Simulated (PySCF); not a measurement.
C$_{2}$H$_{2}$BF (SMILES C#CBF), singlet, geometry from GFN2-xTB; DF-PBE/3-21G run with PySCF.

Input for PySCF:
```python
from pyscf import gto, scf, dft

mol = gto.M(
    atom='''
B    -0.798247   -0.339006   -0.118374
C     0.633851    0.020676   -0.448895
C     1.773370    0.304217   -0.717696
H     2.768287    0.550122   -0.956002
F    -1.302444    0.013578    1.044866
H    -1.498389   -0.926649   -0.856375
''',
    basis='3-21g',
    charge=0,
    spin=0,
    verbose=4,
    max_memory=1800,
)

mf = dft.RKS(mol)
mf.xc = 'pbe'
mf = mf.density_fit(auxbasis='def2-universal-jkfit')
mf.kernel()
```

The log (banner, timings and long lists left out):

```
PySCF version 2.14.0

[INPUT] verbose = 4
[INPUT] num. atoms = 6
[INPUT] num. electrons = 28
[INPUT] charge = 0
[INPUT] spin (= nelec alpha-beta = 2S) = 0
[INPUT] symmetry False subgroup None
[INPUT] Mole.unit = angstrom
[INPUT] Symbol           X                Y                Z      unit          X                Y                Z       unit  Magmom
[INPUT]  1 B     -0.798247000000  -0.339006000000  -0.118374000000 AA   -1.508468209756  -0.640628494584  -0.223694440269 Bohr   0.0
[INPUT]  2 C      0.633851000000   0.020676000000  -0.448895000000 AA    1.197804793782   0.039071977352  -0.848288608687 Bohr   0.0
[INPUT]  3 C      1.773370000000   0.304217000000  -0.717696000000 AA    3.351183617520   0.574886812437  -1.356248880696 Bohr   0.0
[INPUT]  4 H      2.768287000000   0.550122000000  -0.956002000000 AA    5.231304264194   1.039579915098  -1.806581954536 Bohr   0.0
[INPUT]  5 F     -1.302444000000   0.013578000000   1.044866000000 AA   -2.461262452583   0.025658701319   1.974510576870 Bohr   0.0
[INPUT]  6 H     -1.498389000000  -0.926649000000  -0.856375000000 AA   -2.831544838061  -1.751112823602  -1.618314209924 Bohr   0.0

nuclear repulsion = 82.9843045359442
number of shells = 24
number of NR pGTOs = 66
number of NR cGTOs = 40
basis = 3-21g
ecp = {}

******** <class 'pyscf.df.df_jk.DFRKS'> ********
method = DFRKS
initial guess = minao
damping factor = 0
level_shift factor = 0
DIIS = <class 'pyscf.scf.diis.CDIIS'>
diis_start_cycle = 1
diis_space = 8
diis_damp = 0
SCF conv_tol = 1e-09
SCF conv_tol_grad = None
SCF max_cycles = 50
direct_scf = False
XC library pyscf.dft.libxc version 7.1.2
    S. Lehtola, C. Steigemann, M. J. T. Oliveira, and M. A. L. Marques,  SoftwareX 7, 1–5 (2018)
XC functionals = pbe
    J. P. Perdew, K. Burke, and M. Ernzerhof,  Phys. Rev. Lett. 77, 3865 (1996)
    J. P. Perdew, K. Burke, and M. Ernzerhof,  Phys. Rev. Lett. 78, 1396 (1997)
    J. P. Perdew, K. Burke, and M. Ernzerhof,  Phys. Rev. Lett. 77, 3865 (1996)
    J. P. Perdew, K. Burke, and M. Ernzerhof,  Phys. Rev. Lett. 78, 1396 (1997)
radial grids:
    Treutler-Ahlrichs [JCP 102, 346 (1995); DOI:10.1063/1.469408] (M4) radial grids

becke partition: Becke, JCP 88, 2547 (1988); DOI:10.1063/1.454033
pruning grids: <function nwchem_prune>
grids dens level: 3
symmetrized grids: False
atomic radii adjust function: <function treutler_atomic_radii_adjust>
small_rho_cutoff = 0
Set gradient conv threshold to 3.16228e-05
Initial guess from minao.
tot grids = 76160
init E= -200.979918667328
  HOMO = -0.339300923557992  LUMO = -0.138531450007636  gap/eV = 5.46322
cycle= 1 E= -200.709796100615  delta_E= 0.27  |g|= 0.44  |ddm|= 2.85
  HOMO = -0.218333129289844  LUMO = -0.0589043650062142  gap/eV = 4.33828
cycle= 2 E= -200.604829935586  delta_E= 0.105  |g|= 0.88  |ddm|= 1.15
  HOMO = -0.24188845796132  LUMO = -0.081079787713036  gap/eV = 4.37583
cycle= 3 E= -200.739665004093  delta_E= -0.135  |g|= 0.196  |ddm|= 0.838
  HOMO = -0.264121351845445  LUMO = -0.0865225365008047  gap/eV = 4.83271
cycle= 4 E= -200.748441548716  delta_E= -0.00878  |g|= 0.0892  |ddm|= 0.24
  HOMO = -0.266078375944544  LUMO = -0.0891974162972731  gap/eV = 4.81318
cycle= 5 E= -200.75044320792  delta_E= -0.002  |g|= 0.0288  |ddm|= 0.0923
  HOMO = -0.264271788676594  LUMO = -0.0895796081630813  gap/eV = 4.75362
cycle= 6 E= -200.750624676859  delta_E= -0.000181  |g|= 0.00389  |ddm|= 0.0299
  HOMO = -0.264144159936358  LUMO = -0.0891320688922277  gap/eV = 4.76232
cycle= 7 E= -200.750628788806  delta_E= -4.11e-06  |g|= 0.000743  |ddm|= 0.00463
  HOMO = -0.264154353727481  LUMO = -0.0891976890624049  gap/eV = 4.76081
cycle= 8 E= -200.750628950859  delta_E= -1.62e-07  |g|= 9.42e-05  |ddm|= 0.00107
  HOMO = -0.26414819897375  LUMO = -0.089195684975746  gap/eV = 4.76070
cycle= 9 E= -200.750628953596  delta_E= -2.74e-09  |g|= 7.79e-06  |ddm|= 0.000124
  HOMO = -0.264149081797731  LUMO = -0.0891961425433654  gap/eV = 4.76071
cycle= 10 E= -200.75062895362  delta_E= -2.44e-11  |g|= 1.04e-06  |ddm|= 1.26e-05
  HOMO = -0.264149202807696  LUMO = -0.089196080096956  gap/eV = 4.76072
Extra cycle  E= -200.750628953619  delta_E= 1.19e-12  |g|= 2.35e-06  |ddm|= 3.42e-06
converged SCF energy = -200.750628953619
```
